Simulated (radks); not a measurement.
The numbers below are computed, except where a source is named.
Sc+, 20 electrons, occupied as [Ar] 3d1 4s1.

Code: a radial shooting solver on a logarithmic mesh with Libxc functionals. Model: Dirac Kohn-Sham, PBE, spin-unpolarised, spherical densities, point nucleus; open shells are shared between the two j in proportion to 2j + 1.

Energy parts (Ry):
part                       energy
total                 -1527.61843
kinetic                1541.07726
electron-nucleus      -3620.84236
Hartree                 629.61793
exchange-correlation    -77.47127

Orbitals (lengths in bohr, moments of r in powers of bohr):
orbital	occ.	eigenvalue (Ry)	<1/r>	small-component weight
1s1/2	2	-323.6668	20.77	5.65e-03
2s1/2	2	-35.37038	4.307	9.65e-04
2p1/2	2	-29.27286	4.235	9.44e-04
2p3/2	4	-28.93165	4.186	9.35e-04
3s1/2	2	-4.55905	1.306	1.93e-04
3p1/2	2	-3.01017	1.180	1.64e-04
3p3/2	4	-2.97269	1.170	1.62e-04
3d3/2	0.4	-0.73412	0.8015	8.32e-05
3d5/2	0.6	-0.73170	0.7994	8.28e-05
4s1/2	1	-0.71493	0.3863	2.55e-05

The highest occupied level is 4s1/2 at -9.727 eV. Summed over all electrons, <r^2> = 29.98 bohr^2, which gives a Langevin (diamagnetic) susceptibility term of -23.7 x 10^-6 cm^3/mol.
